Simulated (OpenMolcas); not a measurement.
**Mn4+, Tc4+, Re4+: d3 down the group**

| Item | Value |
| --- | --- |
| Program | OpenMolcas 26.06 |
| Method | SS-RASPT2, IPEA 0.25 Eh, imaginary shift 0.1 Eh |
| Basis | ANO-RCC-VQZP |
| Scalar Hamiltonian | DKH2, point nucleus |
| Spin-orbit coupling | RASSI with atomic mean-field integrals over the reference wave functions, term energies averaged over their components |

Active space for each ion: 9 electrons in 8 orbitals (RAS1 p, at most 2 holes; RAS2 d); closed shells correlated by CASPT2: Mn4+ 3s; Tc4+ 4s; Re4+ 5s.

Computed levels in cm-1 above 4F 3/2:

| Level | Mn4+ | Tc4+ | Re4+ |
| --- | --- | --- | --- |
| 4F 5/2 | 374 | 1077 | 5180 |
| 4F 7/2 | 881 | 2410 | 9450 |
| 4F 9/2 | 1506 | 3880 | 12410 |
| 4P 1/2 | 17210 | 12260 | 14740 |
| 4P 5/2 | 17810 | 13970 | 21880 |
| 2G 7/2 | 18240 | 13930 | 19770 |
| 2G 9/2 | 18760 | 14780 | 31630 |
| 2P 1/2 | 23550 | 17480 | 24440 |
| 2H 9/2 | 25250 | 19170 | 20750 |
| weight of 4F in the lowest level (%) | 100 | 98 | 84 |

Mixed levels, with the weight of the term that names them: Re4+ 4F 9/2 (62 %), Re4+ 4P 1/2 (63 %), Re4+ 2G 9/2 (56 %), Re4+ 2P 1/2 (63 %), Re4+ 2H 9/2 (56 %).

Measured, with the error of the calculation in %. Measured levels: Mn4+ from Corliss and Sugar, J. Phys. Chem. Ref. Data 6, 1253 (1977); Re4+ from the list in Brasseur, Gamrath and Quinet, At. Data Nucl. Data Tables 157, 101636 (2024).

| Level | Mn4+ | Re4+ |
| --- | --- | --- |
| 4F 5/2 | 359 (+4.2) | 4853 (+6.8) |
| 4F 7/2 | 835 (+5.5) | 8973 (+5.4) |
| 4F 9/2 | 1412 (+6.6) | 11914 (+4.2) |
| 4P 1/2 | 16434 (+4.7) | 14325 (+2.9) |
| 4P 5/2 | 17049 (+4.5) | 20922 (+4.6) |
| 2G 7/2 | 17892 (+1.9) | 19013 (+4.0) |
| 2G 9/2 | 18399 (+2.0) | 30366 (+4.1) |
| 2P 1/2 | 23082 (+2.0) | 23669 (+3.3) |
| 2H 9/2 | 24975 (+1.1) | 19967 (+3.9) |

The fine-structure level 4F 9/2 changes by a factor of 8.24 from Mn4+ to Re4+.

Without spin-orbit coupling 4P lies 16730, 11080, 10710 cm-1 above 4F in that order; the difference to the level 4P 1/2, of either sign, comes from spin-orbit coupling, which also lowers the zero.

Term energies are means over components that CASPT2 splits; among the terms shown or strongly mixed into the levels shown the widest spread is 310 cm-1 (3d3 4F, Mn4+). Active for correlation alone: 3p; no level in the range computed is led by a configuration that opens it, so any true level of that kind is missing (holds for Mn4+). Active for correlation alone: 4p; no level in the range computed is led by a configuration that opens it, so any true level of that kind is missing (holds for Tc4+). Active for correlation alone: 5p; no level in the range computed is led by a configuration that opens it, so any true level of that kind is missing (holds for Re4+). Measured partners are found by configuration, term and J. A level has none where our copy of the source lacks it or the pairing is in doubt (some pairs that miss far off the trend of their configuration count as doubtful), and it then counts in no deviation. Only configurations of the active space appear.
